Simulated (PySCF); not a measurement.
- PBE0/pcSseg-1 with gauge-including orbitals
- structure optimised with GFN2-xTB
- program: PySCF 2.14.0 with density-fitted response routines
- non-relativistic Hamiltonian, single conformer, in vacuum, rapidly exchanging positions averaged

Shifts are taken against calculated references (same method and geometry level): $^{1}$H (σref 31.72) and $^{13}$C (σref 186.93) vs TMS. Shifts are as computed. Against solution values, carbons near 30 ppm lie about +3 ppm off and those near 130 ppm about +5 ppm; carbons on Cl a further +6 ppm. Of 1211 compounds with measured shifts, 218 miss one by over three times the rms of a fit or turn the order of signals round; such compounds aren't used in these exercises. Carbons bonded to Cl come out too deshielded.

(1) Order these molecules by the shift of their most shielded carbon, lowest δ first.
A. CCC(F)(F)F
B. CCCc1ccoc(=O)c1
C. C=CC1(C=C)C[C@H]1C(=O)Cl
D. C[C@H](C#N)[C@@H](C)C(F)=C(F)F

(2) How many $^{13}$C and $^{1}$H signals does each give (equivalence by symmetry and fast rotation, but not about amide C–N or C=N bonds)? `CCC(F)(F)F`, `CCCc1ccoc(=O)c1`, `C[C@H](C#N)[C@@H](C)C(F)=C(F)F`, `C=CC1(C=C)C[C@H]1C(=O)Cl`

Answers

(1) A (9.0 ppm, methyl carbon), B (13.8 ppm, methyl carbon), D (19.6 ppm, methyl carbon), C (25.2 ppm, three-membered-ring carbon).

(2) CCC(F)(F)F: 3 C, 2 H; CCCc1ccoc(=O)c1: 8 C, 6 H; C[C@H](C#N)[C@@H](C)C(F)=C(F)F: 7 C, 4 H; C=CC1(C=C)C[C@H]1C(=O)Cl: 8 C, 9 H.
